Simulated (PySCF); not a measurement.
H3Ga, charge -1, doublet, at a GFN2-xTB geometry (such geometries of metal compounds can be far from the true shape) (a state made from the parent by changing its charge; the spin is typed, not shown lowest) (in this run its highest filled SCF level lies above zero, so its values depend strongly on the basis, on diffuse functions most of all), with bond 3-1 at 1.6 times its length; M062X/6-31G** in PySCF.

PySCF was given this input:
```python
from pyscf import gto, scf, dft

mol = gto.Mole()
mol.atom = '''
    Ga    0.000000    0.000000    0.000000
    H     0.494390   -0.320912    1.016038
    H    -0.357883    1.813515   -0.339435
    H    -0.270714   -0.812535   -0.803891
'''
mol.basis = '6-31g**'
mol.charge = -1
mol.spin = 1
mol.verbose = 4
mol.build()

mf = dft.UKS(mol)
mf.xc = 'm062x'
mf.conv_tol_grad = 1e-3
mf.kernel()
mf.analyze()
```

The log (banner, timings and long lists left out):

```
PySCF version 2.14.0

[INPUT] verbose = 4
[INPUT] num. atoms = 4
[INPUT] num. electrons = 35
[INPUT] charge = -1
[INPUT] spin (= nelec alpha-beta = 2S) = 1
[INPUT] symmetry False subgroup None
[INPUT] Mole.unit = angstrom
[INPUT] Symbol           X                Y                Z      unit          X                Y                Z       unit  Magmom
[INPUT]  1 Ga     0.000000000000   0.000000000000   0.000000000000 AA    0.000000000000   0.000000000000   0.000000000000 Bohr   0.0
[INPUT]  2 H      0.494390000000  -0.320912000000   1.016038000000 AA    0.934261698724  -0.606435790086   1.920033552151 Bohr   0.0
[INPUT]  3 H     -0.357883000000   1.813515000000  -0.339435000000 AA   -0.676300854638   3.427046672791  -0.641439187092 Bohr   0.0
[INPUT]  4 H     -0.270714000000  -0.812535000000  -0.803891000000 AA   -0.511575318086  -1.535468616623  -1.519133824003 Bohr   0.0

nuclear repulsion = 37.3168456045741
number of shells = 21
number of NR pGTOs = 116
number of NR cGTOs = 47
basis = 6-31g**
ecp = {}

******** <class 'pyscf.dft.uks.UKS'> ********
method = UKS
initial guess = minao
damping factor = 0
level_shift factor = 0
DIIS = <class 'pyscf.scf.diis.CDIIS'>
diis_start_cycle = 1
diis_space = 8
diis_damp = 0
SCF conv_tol = 1e-09
SCF conv_tol_grad = 0.001
SCF max_cycles = 50
direct_scf = True
direct_scf_tol = 1e-13
number electrons alpha = 18  beta = 17
XC library pyscf.dft.libxc version 7.1.2
    S. Lehtola, C. Steigemann, M. J. T. Oliveira, and M. A. L. Marques,  SoftwareX 7, 1–5 (2018)
XC functionals = m062x
    Y. Zhao and D. G. Truhlar,  Theor. Chem. Acc. 120, 215 (2008)
    Y. Zhao and D. G. Truhlar,  Theor. Chem. Acc. 120, 215 (2008)
radial grids:
    Treutler-Ahlrichs [JCP 102, 346 (1995); DOI:10.1063/1.469408] (M4) radial grids

becke partition: Becke, JCP 88, 2547 (1988); DOI:10.1063/1.454033
pruning grids: <function nwchem_prune>
grids dens level: 3
symmetrized grids: False
atomic radii adjust function: <function treutler_atomic_radii_adjust>
small_rho_cutoff = 0
tot grids = 50328
init E= -1925.9183369243

cycle= 1 E= -1926.13422752637  delta_E= -0.216  |g|= 0.17  |ddm|= 1.38
cycle= 2 E= -1926.14442172104  delta_E= -0.0102  |g|= 0.123  |ddm|= 0.253
cycle= 3 E= -1926.1468495251  delta_E= -0.00243  |g|= 0.0223  |ddm|= 0.0411
cycle= 4 E= -1926.14700646666  delta_E= -0.000157  |g|= 0.00423  |ddm|= 0.0269
cycle= 5 E= -1926.14701903185  delta_E= -1.26e-05  |g|= 0.000808  |ddm|= 0.00845
cycle= 6 E= -1926.14702037932  delta_E= -1.35e-06  |g|= 0.000312  |ddm|= 0.0026
cycle= 7 E= -1926.14702062865  delta_E= -2.49e-07  |g|= 8.76e-05  |ddm|= 0.0011
cycle= 8 E= -1926.14702065266  delta_E= -2.4e-08  |g|= 2.78e-05  |ddm|= 0.000325
cycle= 9 E= -1926.1470206551  delta_E= -2.43e-09  |g|= 8.92e-06  |ddm|= 0.000116
cycle= 10 E= -1926.14702065535  delta_E= -2.49e-10  |g|= 1.78e-06  |ddm|= 4.74e-05
Extra cycle  E= -1926.14702065536  delta_E= -1.18e-11  |g|= 8.28e-07  |ddm|= 5.46e-06
converged SCF energy = -1926.14702065536  <S^2> = 0.7527985  2S+1 = 2.0027965
**** SCF Summaries ****
Total Energy =                       -1926.147020655360166
Nuclear Repulsion Energy =              37.316845604574127
One-electron Energy =                -2766.773707175489108
Two-electron Energy =                  803.309840915554787
Two-electron Coulomb Energy =          879.739620975278171
DFT Exchange-Correlation Energy =      -76.429780059723356
**** MO energy ****
                             alpha | beta                alpha | beta
MO #1   energy= -374.488269167423  | -374.487359867539  occ= 1 | 1
MO #2   energy= -46.4147443000436  | -46.4146289499456  occ= 1 | 1
MO #3   energy= -41.1740416697425  | -41.1726283815699  occ= 1 | 1
MO #4   energy= -41.1723920663263  | -41.1723997295871  occ= 1 | 1
MO #5   energy= -41.1723423240216  | -41.1723073855826  occ= 1 | 1
MO #6   energy= -5.55003127101316  | -5.54914526680313  occ= 1 | 1
MO #7   energy= -3.8235441948811   | -3.82374508382911  occ= 1 | 1
MO #8   energy= -3.81796007229959  | -3.8176067812713   occ= 1 | 1
MO #9   energy= -3.81766886475225  | -3.81493450106163  occ= 1 | 1
MO #10  energy= -0.781590469483238 | -0.781876022602389 occ= 1 | 1
MO #11  energy= -0.777446170431327 | -0.77796483809873  occ= 1 | 1
MO #12  energy= -0.761860607737244 | -0.760957856976954 occ= 1 | 1
MO #13  energy= -0.760113004499804 | -0.759824332321937 occ= 1 | 1
MO #14  energy= -0.759498277054109 | -0.758775869147693 occ= 1 | 1
MO #15  energy= -0.33302793161537  | -0.313964322440448 occ= 1 | 1
MO #16  energy= -0.162869803812982 | -0.159682686067476 occ= 1 | 1
MO #17  energy= -0.110652526100655 | -0.109371313837355 occ= 1 | 1
MO #18  energy= 0.0416442131357697 | 0.133030030729492  occ= 1 | 0
MO #19  energy= 0.240505619263782  | 0.198891046856194  occ= 0 | 0
MO #20  energy= 0.262813432574349  | 0.229177418554474  occ= 0 | 0
MO #21  energy= 0.272611662663528  | 0.246332573216932  occ= 0 | 0
MO #22  energy= 0.34318118286783   | 0.345822570568091  occ= 0 | 0
MO #23  energy= 0.355160196778973  | 0.364202485499625  occ= 0 | 0
MO #24  energy= 0.475302614994577  | 0.484238274055244  occ= 0 | 0
MO #25  energy= 0.491997254103105  | 0.497378003356498  occ= 0 | 0
MO #26  energy= 0.63039071450207   | 0.670743619295168  occ= 0 | 0

To work with the spin densities directly, `use mulliken_meta_spin()` only printing them here.

 ** Mulliken spin pop alpha/beta on meta-lowdin orthogonal AOs **
 ** Mulliken Spin Density (per AO)  **
spin_pop of  0 Ga 1s        0.00000
spin_pop of  0 Ga 2s        0.00000
spin_pop of  0 Ga 3s        0.00015
spin_pop of  0 Ga 4s        0.03643
spin_pop of  0 Ga 5s        0.00008
spin_pop of  0 Ga 2px       0.00000
spin_pop of  0 Ga 2py       0.00000
spin_pop of  0 Ga 2pz       0.00000
spin_pop of  0 Ga 3px       0.00002
spin_pop of  0 Ga 3py       0.00000
spin_pop of  0 Ga 3pz       0.00000
spin_pop of  0 Ga 4px       0.78195
spin_pop of  0 Ga 4py       0.02415
spin_pop of  0 Ga 4pz       0.16642
spin_pop of  0 Ga 5px       0.04202
spin_pop of  0 Ga 5py       0.00052
spin_pop of  0 Ga 5pz       0.00961
spin_pop of  0 Ga 3dxy     -0.00005
spin_pop of  0 Ga 3dyz     -0.00006
spin_pop of  0 Ga 3dz^2    -0.00016
spin_pop of  0 Ga 3dxz     -0.00025
spin_pop of  0 Ga 3dx2-y2   -0.00012
spin_pop of  0 Ga 4dxy      0.00016
spin_pop of  0 Ga 4dyz      0.00002
spin_pop of  0 Ga 4dz^2    -0.00002
spin_pop of  0 Ga 4dxz     -0.00013
spin_pop of  0 Ga 4dx2-y2   -0.00017
spin_pop of  0 Ga 5dxy      0.00012
spin_pop of  0 Ga 5dyz      0.00002
spin_pop of  0 Ga 5dz^2     0.00004
spin_pop of  0 Ga 5dxz      0.00008
spin_pop of  0 Ga 5dx2-y2   -0.00005
spin_pop of  1 H 1s       -0.01932
spin_pop of  1 H 2s        0.00016
spin_pop of  1 H 2px      -0.00000
spin_pop of  1 H 2py       0.00001
spin_pop of  1 H 2pz      -0.00005
spin_pop of  2 H 1s       -0.02233
spin_pop of  2 H 2s       -0.00010
spin_pop of  2 H 2px       0.00003
spin_pop of  2 H 2py       0.00001
spin_pop of  2 H 2pz       0.00001
spin_pop of  3 H 1s       -0.01932
spin_pop of  3 H 2s        0.00016
spin_pop of  3 H 2px       0.00000
spin_pop of  3 H 2py      -0.00002
spin_pop of  3 H 2pz      -0.00004
 ** Mulliken Spin Density (per atom)  **
spin density of  0 Ga =      1.06080
spin density of  1 H =     -0.01921
spin density of  2 H =     -0.02239
spin density of  3 H =     -0.01920
 ** Mulliken pop alpha/beta on meta-lowdin orthogonal AOs **
 ** Mulliken pop       alpha | beta **
In total            18.00000 | 17.00000
 ** Mulliken atomic charges   ( Nelec_alpha | Nelec_beta ) **
charge of  0Ga =     -0.58463  (    16.32271     15.26191 )
charge of  1H =     -0.12643  (     0.55361      0.57282 )
charge of  2H =     -0.16252  (     0.57007      0.59246 )
charge of  3H =     -0.12642  (     0.55361      0.57281 )

WARN: System has nonzero charge -1; the dipole moment is origin-dependent.
Location of origin: [0. 0. 0.]

Dipole moment(X, Y, Z, Debye):  0.35289, -1.78823,  0.33472
```
